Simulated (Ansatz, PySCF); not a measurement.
Reaction (SMILES): Cl[Si]Br → [Si]Br + Cl atom (the Cl-Si bond at the site shown breaks; other sites are not compared here)
Geometries: B3LYP-D3(BJ)/def2-TZVP minima from Ansatz (a quantum-chemistry and plane-wave program). Unstable Hartree-Fock reference: Cl[Si]Br.
Geometry of the first species:
```
Si
Cl 1 2.0913
Br 1 2.2726 2 101.99
```

Quantity: bond dissociation energy (enthalpy at 298 K, with B3LYP-D3(BJ) rigid-rotor harmonic-oscillator terms from PySCF), in kJ/mol. Correlated levels leave the core frozen unless marked. UHF or UKS for open shells. No spin-orbit coupling. Frozen are the shells of the preceding noble gas and the d and f shells that filled before the atom's block. Non-relativistic. FCI takes restricted orbitals. CBS(X,Y): correlation extrapolated as X^-3; Hartree-Fock from the larger set. [CCSD(T)-MP2]/basis is that difference in the basis named.

```json
[
 {"level": "HF/STO-3G", "program": "Ansatz", "bond dissociation energy (kJ/mol)": "365.7", "minus last row": "-70.0"},
 {"level": "PBE/def2-TZVPD", "program": "Ansatz", "bond dissociation energy (kJ/mol)": "436.6", "minus last row": "0.9"},
 {"level": "PBE-D3(BJ)/def2-TZVPD", "program": "Ansatz + dftd3", "bond dissociation energy (kJ/mol)": "441.9", "minus last row": "6.2"},
 {"level": "revPBE-D4/def2-TZVPD", "program": "Ansatz + dftd4", "bond dissociation energy (kJ/mol)": "430.1", "minus last row": "-5.6"},
 {"level": "r2SCAN-D3(BJ)/def2-TZVPD", "program": "Ansatz + dftd3", "bond dissociation energy (kJ/mol)": "433.1", "minus last row": "-2.6"},
 {"level": "B3LYP-D4/def2-TZVPD", "program": "Ansatz + dftd4", "bond dissociation energy (kJ/mol)": "421.3", "minus last row": "-14.4"},
 {"level": "PBE0-D4/def2-TZVP", "program": "Ansatz + dftd4", "bond dissociation energy (kJ/mol)": "430.0", "minus last row": "-5.7"},
 {"level": "r2SCAN0/def2-TZVPD", "program": "Ansatz", "bond dissociation energy (kJ/mol)": "418.9", "minus last row": "-16.8"},
 {"level": "HSE06-D4/def2-TZVPD", "program": "Ansatz + dftd4", "bond dissociation energy (kJ/mol)": "430.9", "minus last row": "-4.8"},
 {"level": "B2GP-PLYP-D4/def2-TZVPD", "program": "Ansatz + dftd4", "bond dissociation energy (kJ/mol)": "423.4", "minus last row": "-12.3"},
 {"level": "B2PLYP/def2-TZVPD", "program": "Ansatz", "bond dissociation energy (kJ/mol)": "419.3", "minus last row": "-16.4"},
 {"level": "MP2/6-31G*", "program": "Ansatz", "bond dissociation energy (kJ/mol)": "390.5", "minus last row": "-45.2"},
 {"level": "MP2/def2-QZVPP", "program": "Ansatz", "bond dissociation energy (kJ/mol)": "452.1", "minus last row": "16.4"},
 {"level": "RI-MP2/def2-QZVPPD", "program": "Ansatz", "bond dissociation energy (kJ/mol)": "452.1", "minus last row": "16.4"},
 {"level": "SCS-MP2/def2-QZVPP", "program": "Ansatz", "bond dissociation energy (kJ/mol)": "437.8", "minus last row": "2.1"},
 {"level": "CCSD/6-31G*", "program": "Ansatz", "bond dissociation energy (kJ/mol)": "368.7", "minus last row": "-67.0"},
 {"level": "CCSD(T)/STO-3G", "program": "Ansatz", "bond dissociation energy (kJ/mol)": "422.9", "minus last row": "-12.8"},
 {"level": "CCSD(T)/def2-SVP", "program": "Ansatz", "bond dissociation energy (kJ/mol)": "382.8", "minus last row": "-52.9"},
 {"level": "FCI/STO-3G", "program": "Ansatz", "bond dissociation energy (kJ/mol)": "423.5", "minus last row": "-12.2"},
 {"level": "RI-MP2/CBS(def2-TZVPP,def2-QZVPP)+[CCSD(T)-MP2]/def2-SVP", "program": "Ansatz", "bond dissociation energy (kJ/mol)": "443.6", "minus last row": "7.9"},
 {"level": "CCSD(T)/CBS(def2-TZVPP,def2-QZVPP)", "program": "Ansatz", "bond dissociation energy (kJ/mol)": "435.7", "minus last row": "0.0"}
]
```
